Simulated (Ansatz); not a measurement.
Worked example: the barrier

An elementary step of BH4OF3, singlet (BHF₂ ([F][BH][F]) + H₂O + HF → BHOF₂ ([OH][B]([F])[F]) + HF + H₂; bonds formed: H2–H7, H5–F8; dative contacts that become bonds: B1–O6; bonds broken: B1–H2, H5–O6, H7–F8). “Start” is the structure reached by relaxing down from the saddle towards the reactants; PBE0-D4/def2-TZVP structures. The saddle:

```tsv
atom	x (Å)	y (Å)	z (Å)
B1	-0.3240	-0.7891	0.0793
H2	-1.1828	0.2774	0.3865
F3	-0.9383	-1.4071	-0.9361
F4	-0.2084	-1.4472	1.2505
H5	0.7255	0.9592	-0.4462
O6	0.9822	-0.1826	-0.3334
H7	-0.7499	1.0438	0.0583
F8	0.0313	1.8921	-0.3855
H9	1.6642	-0.3464	0.3268
```

Computed with Ansatz 0.2.0 (basis: def2-TZVPP and def2-QZVPP); correlated methods freeze the cores.

Energies in eV:

| quantity | saddle | start |
| --- | --- | --- |
| Hartree–Fock, triple zeta (X = 3) | -10896.78354 | -10898.14719 |
| Hartree–Fock, quadruple zeta (X = 4) | -10897.27092 | -10898.63435 |
| MP2 correlation, X = 3 | -31.71622 | -31.12298 |
| MP2 correlation, X = 4 | -34.50368 | -33.91393 |
| CCSD(T) correlation, X = 3 | -32.93852 | -32.40494 |

Question: Work out the barrier at the basis limit: extrapolate Hartree–Fock as E(X) = E∞ + A exp(−7.88 √X) and the MP2 correlation as E(X) = E∞ + B X^−2.97 (the exponents that Neese and Valeev fitted for def2-TZVPP and QZVPP), then add CCSD(T) − MP2 in triple zeta.

Answer: Each step is linear, so take the differences first (saddle − start): Hartree–Fock 1.36365 (X = 3) and 1.36343 (X = 4); MP2 correlation -0.59324 and -0.58975; CCSD(T) correlation -0.53358.
Two points give E∞ = E(4) + w [E(4) − E(3)], with w = 1/(exp(7.88 (2 − √3)) − 1) = 0.1377 for Hartree–Fock and w = 1/((4/3)^2.97 − 1) = 0.7407 for the correlation.
Hartree–Fock: 1.36343 + 0.1377 × (-0.00022) = 1.3634 eV.
MP2 correlation: -0.58975 + 0.7407 × 0.00349 = -0.5872 eV.
CCSD(T) − MP2: -0.53358 − (-0.59324) = 0.0597 eV.
Sum: 1.3634 + (-0.5872) + 0.0597 = 0.8359 eV, or 19.28 kcal/mol. Plain CCSD(T) in triple zeta gives 0.8301 eV, so the larger basis shifts the result by 0.0058 eV.

T1 diagnostic: at most 0.012.

Labels in which every atom is bracketed show which atoms are joined, not bond orders.

For scale, one of the runs: CCSD(T)/def2-TZVPP, 211 basis functions (an equivalent command: `ansatz run in.yaml --threads 4`). Hardware: 4 CPU threads, shared host. Wall time 110 s; peak host memory 3.4 GiB.
